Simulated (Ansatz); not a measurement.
`N#[C][Ga]([F])[F]` and `N#[C][In]([F])[F]` differ in one element.

Ansatz, PBE0-D4/def2-TZVP geometries, multiplicity 1. 

Elements past krypton have def2 core potentials. Scalar relativity is left out up to krypton.

| property | `N#[C][Ga]([F])[F]` |
| --- | --- |
| HOMO energy (B3LYP/def2-TZVPP) / eV | -10.57 |
| HOMO–LUMO gap (PBE0/def2-TZVPP) / eV | 8.35 |
| zero-point energy (PBE0-D4/def2-TZVP) / kJ/mol | 31.8 |
| size of the dipole moment (PBE/def2-TZVPP) / D | 0.93 |
| HOMO energy (ωB97M-V/def2-TZVPP) / eV | -13.19 |
| HOMO energy (PBE0/def2-TZVPP) / eV | -10.84 |

Problem. Give the same properties after the change, and the shifts. (An estimate is asked.)

Solution. The calculation gave: 
```csv
property,`N#[C][In]([F])[F]`,shift
HOMO energy (B3LYP/def2-TZVPP) / eV,-10.46,0.11
HOMO–LUMO gap (PBE0/def2-TZVPP) / eV,7.87,-0.48
zero-point energy (PBE0-D4/def2-TZVP) / kJ/mol,29.0,-2.8
size of the dipole moment (PBE/def2-TZVPP) / D,0.49,-0.44
HOMO energy (ωB97M-V/def2-TZVPP) / eV,-13.08,0.11
HOMO energy (PBE0/def2-TZVPP) / eV,-10.74,0.10
```

With PBE0 the HOMO rises by 0.10 eV and the LUMO falls by 0.38 eV, so the gap narrows by about 0.48 eV. PBE moves the HOMO by 0.24 eV and ωB97M-V by 0.11 eV. Dipoles are sizes alone; their direction can turn.

B3LYP here is the variant with VWN-RPA as its local correlation; programs differ in this.
